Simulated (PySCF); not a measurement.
A structure optimised at r2SCAN-D4/def2-TZVP, used in a PySCF frequency run:

```xyz
3

Te     0.0334     0.2760     0.0000
H     -1.6253     0.4100     0.0000
F     -0.0126    -1.6404     0.0000
```
Charge 0, spin multiplicity 1.

Q: Write its SMILES, formula and point group.

A: F[TeH], FHTe, Cs

Q: What are its rotational constants (standard atomic weights)?

A: 183.24, 8.2999, 7.9403 GHz
